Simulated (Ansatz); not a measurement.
Reaction (formal exchange of groups at a Ge–C bond): `[CH3][GeH]([CH3])[SH]` + SiH₄ → `[CH3][GeH]([SiH3])[SH]` + CH₄

Calculated with Ansatz (gas phase, PBE0-D4/def2-TZVP geometries, no zero-point term in ΔE). CBS: MP2 limit from def2 TZ/QZ plus the TZ coupled-cluster correction, frozen cores. This one scheme is used for every species. For Ge outer-core shells are correlated without core-valence functions, which leaves a few kJ/mol of doubt a bond. Scalar relativity is left out up to krypton. One conformer a species, not always the lowest.

```
                 species  CCSD(T)/CBS(def2) energy (Eh)
 `[CH3][GeH]([CH3])[SH]`                    -2554.85122
                    SiH₄                     -291.46306
`[CH3][GeH]([SiH3])[SH]`                    -2805.86310
                     CH₄                      -40.46206
```

Problem. Work out ΔE.

Solution. ΔE = (-2805.86310) + (-40.46206) − (-2554.85122) − (-291.46306) = -0.01088 Eh = -28.6 kJ/mol.

Largest T1 diagnostic among the species: 0.011.

From PBE to PBE0 (25 % exact exchange), in def2-TZVPP and without D4, ΔE moves by +3.3 kJ/mol.
